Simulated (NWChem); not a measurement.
Basis-set dependence for H₂Be

SMILES: [BeH2]
```xyz
3

Be     0.0000     0.0000     0.0000
H      0.0000     0.0000     1.3442
H      0.0000     0.0000    -1.3442
```
Charge 0, spin multiplicity 1.

Everything below was run with NWChem. The geometry was optimised at PBE/def2-SVP, a minimum by its harmonic frequencies.

Hartree-Fock energies in Ha, correlation energies in mHa.

The correlated methods keep 1 core orbital frozen. The structure started from a generated list of species. Coupled-cluster values serve here as a point of comparison, not as the truth.

```
basis      functions        RHF    MP2  SCS-MP2   CCSD  CCSD+T(CCSD)  CCSD(T)  CR-CCSD[T]  CR-CCSD(T)    CCSDT
---------  ---------  ---------  -----  -------  -----  ------------  -------  ----------  ----------  -------
3-21G             13  -15.67376  -28.2    -33.4  -39.4         -39.7    -39.7       -39.7       -39.7    -39.8
def2-SVP          19  -15.75349  -43.2    -51.3  -57.5         -57.8    -57.8       -57.8       -57.8    -57.9
def2-TZVP         31  -15.76938  -51.1    -60.1  -67.1         -67.6    -67.6       -67.6       -67.6    -67.8
def2-QZVP         96  -15.77272  -63.2    -74.4  -78.0         -78.6    -78.6       -78.5       -78.5  not run
```

From def2-TZVP to def2-QZVP the Hartree-Fock energy moves by -3.3 mHa and the MP2 correlation energy by -12.1 mHa, which is 19 % of its value in the larger set.
